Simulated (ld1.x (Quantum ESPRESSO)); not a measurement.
# Varying the TM potential for copper

Base potential:

```
Element                 : copper
Generator               : ld1.x (Quantum ESPRESSO) 7.5
Type                    : norm-conserving Troullier–Martins (Kleinman–Bylander form)
Functional              : LDA (PZ)
Relativity              : scalar-relativistic
Frozen core             : [Ar]
Valence charge          : 11
Reference configuration : 3d10 4s0 4p0 (charge +1)
Partial waves           : 4s (bound, empty): rc 2.05 bohr; 3d (bound): rc 1.50 bohr; 4p (bound, empty): rc 2.65 bohr
Local potential         : the p channel
Core correction         : a·sin(br)/r model core inside 1.55 bohr
```

All-electron outer shells of the reference configuration (LDA (PZ), scalar-relativistic, ld1.x):

```csv
shell,level (eV),outermost node (bohr),outermost maximum (bohr)
3p,-80.75,0.26,0.62
3d,-14.01,–,0.60
4s,-12.16,0.89,2.11
4p,-6.63,0.97,2.74
```

Cutoffs, loose and tight: the cutoffs (Ry, on a coarse ladder) from which the occupation-weighted sum of valence levels, in a spherical-Bessel basis at the reference potential, stays within 10 and 1 mRy of its value at 400 Ry. They do not see the model core or the augmentation charge, which bear on the density cutoff. Test errors are all-electron minus pseudo excitation energies from the reference, over the configurations 3d10 4s1 4p0; 3d9 4s0 4p0; 3d8 4s0 4p0; 3d9 4s1 4p0; 3d9 4s2 4p0; 3d7 4s0 4p0; 3d10 4s0 4p1 (two spin-polarised tests are not counted in the largest error). A dash means not determined; rows that change the core or the reference have their own tests. The largest error is taken over the tests solved by every variant that gives reliable tests at all: 3d10 4s0 4p1; 3d10 4s1 4p0; 3d8 4s0 4p0; 3d9 4s0 4p0.

A true bound ghost makes a file unfit for plane-wave use even where its test errors are small: the radial tests pick states by their node count and pass the ghost by. Where a test does run into it, the solver fails or the error is huge.

```csv
change,outcome,"cutoff, loose","cutoff, tight",bound ghosts,largest test error (meV)
base,generated,120 Ry,230 Ry,s,-1545
wave 4s (bound): rc 2.05 bohr becomes 4s (bound): rc 1.28 bohr,generated,120 Ry,230 Ry,s,-1545
wave 4s (bound): rc 2.05 bohr becomes 4s (bound): rc 1.48 bohr,generated,120 Ry,230 Ry,s,-1545
wave 4s (bound): rc 2.05 bohr becomes 4s (bound): rc 1.70 bohr,generated,120 Ry,230 Ry,s,-1545
wave 4s (bound): rc 2.05 bohr becomes 4s (bound): rc 1.92 bohr,generated,120 Ry,230 Ry,s,-1545
wave 4s (bound): rc 2.05 bohr becomes 4s (bound): rc 2.14 bohr,generated,120 Ry,230 Ry,s,-1545
wave 4s (bound): rc 2.05 bohr becomes 4s (bound): rc 2.28 bohr,generated,120 Ry,230 Ry,s,-1545
wave 4s (bound): rc 2.05 bohr becomes 4s (bound): rc 2.44 bohr,failed: run_pseudo: Errors in PS-KS equation,–,–,–,–
wave 4s (bound): rc 2.05 bohr becomes 4s (bound): rc 2.74 bohr,generated,120 Ry,230 Ry,none,-1545
wave 4s (bound): rc 2.05 bohr becomes 4s (bound): rc 2.86 bohr,generated,120 Ry,230 Ry,none,-1545
wave 4s (bound): rc 2.05 bohr becomes 4s (bound): rc 3.12 bohr,failed: run_pseudo: Errors in PS-KS equation,–,–,–,–
```

Reading the sweep of the s radius (base included, trends over the rows without a ghost): Bound ghosts are found at 1.28, 1.48, 1.7, 1.92, 2.05, 2.14, 2.28 bohr. The generation fails at 2.44, 3.12 bohr.
